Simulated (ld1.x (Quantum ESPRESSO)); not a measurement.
**Au (Z = 79): excitation energies, all-electron against TM**

- Element: gold
- Generator: ld1.x (Quantum ESPRESSO) 7.5
- Type: norm-conserving Troullier–Martins (Kleinman–Bylander form)
- Functional: LDA (PZ)
- Relativity: scalar-relativistic
- Frozen core: [Xe] 4f14
- Valence charge: 11
- Reference configuration: 5d10 6s0.5 6p0 (charge +0.5)
- Partial waves: 6p (bound, empty): rc 2.35 bohr; 5d (bound): rc 1.80 bohr; 6s (bound): rc 2.35 bohr
- Local potential: the s channel
- Core correction: Bessel-smoothed model core, default radius (core density twice the valence density)

Energies are relative to the spin-unpolarised reference configuration 5d10 6s0.5 6p0; without spin polarisation the order of configurations can differ from experiment. Spin-polarised rows fill each open shell by Hund’s rule, majority spin first. Not all tests gave a result: 1 of 9 tests not solved or not reliable.

```tsv
valence configuration	charge	ΔE all-electron (eV)	error AE − PS (meV)
5d10 6s1 6p0	0	-3.947	-1.1
5d10 6s0 6p0	+1	5.827	-5.5
5d9 6s0 6p0	+2	27.328	-75
5d9 6s1 6p0	+1	8.427	-67
5d7 6s0 6p0	+4	109.493	-1044
5d9 6s1 6p1	0	3.570	-89
5d10 6s1 6p0 (spin-polarised)	0	-4.081	-1.2
```

(1) What are ΔE and the potential's error for 5d9 6s2 6p0?

Levels in the configuration 5d9 6s1 6p1:

| level | all-electron (eV) | pseudo (eV) |
| --- | --- | --- |
| 5d | -11.155 | -11.320 |
| 6s | -8.433 | -8.417 |
| 6p | -2.290 | -2.273 |

Answers

(1) ΔE = -2.346 eV all-electron; the error (AE − PS) is -93 meV.
